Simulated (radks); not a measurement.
All-electron atom: Tm V in [Xe] 4f11. Method: Dirac Kohn-Sham, exchange-only PBE, spin-unpolarised, spherical densities, finite nucleus; open shells fill j = l - 1/2 first; Fermi nuclear charge, rms radius 5.2256 fm; computed with a radial shooting solver on a logarithmic mesh with Libxc functionals. Some entries of the table are withheld. Estimate them.

orbital  occ.  eigenvalue (hartree)  <r^2> (bohr^2)  r(max) (bohr)
1s1/2       2             -2177.668       0.0005486        0.01261
2s1/2       2             -368.8640        0.008458        0.07208
2p1/2       2             -351.7174        0.006090        0.05403
2p3/2       4             -315.6986        0.007305        0.06035
3s1/2       2                   (1)         0.05573            (2)
3p1/2       2             -76.92636         0.05149         0.1912
3p3/2       4             -69.32292         0.05829         0.2043
3d3/2       4             -56.41733         0.04579         0.1611
3d5/2       6             -54.75596         0.04767         0.1648
4s1/2       2             -18.24548          0.2789         0.4645
4p1/2       2             -15.20357          0.2904         0.4661
4p3/2       4             -13.47566          0.3275         0.4939
4d3/2       4                   (3)          0.3660         0.4951
4d5/2       6                   (4)          0.3803         0.5041
5s1/2       2              -3.66669           1.575            (5)
5p1/2       2              -2.79144             (6)          1.155
5p3/2       4              -2.54152             (7)          1.233
4f5/2       6              -2.04959          0.6379         0.4860
4f7/2       5              -2.00010          0.6576         0.4909
5d3/2       0              -1.38666           3.983            (8)
5d5/2       0              -1.36102           4.132            (9)
6s1/2       0              -1.23660           8.123          2.540
6p1/2       0              -1.00742           10.29          2.855
6p3/2       0              -0.95705           11.25          2.999

Answer. 
(1) 3s1/2 eigenvalue (hartree): -84.48080
(2) 3s1/2 r(max) (bohr): 0.2035
(3) 4d3/2 eigenvalue (hartree): -8.46317
(4) 4d5/2 eigenvalue (hartree): -8.14676
(5) 5s1/2 r(max) (bohr): 1.071
(6) 5p1/2 <r^2> (bohr^2): 1.924
(7) 5p3/2 <r^2> (bohr^2): 2.195
(8) 5d3/2 r(max) (bohr): 1.567
(9) 5d5/2 r(max) (bohr): 1.600
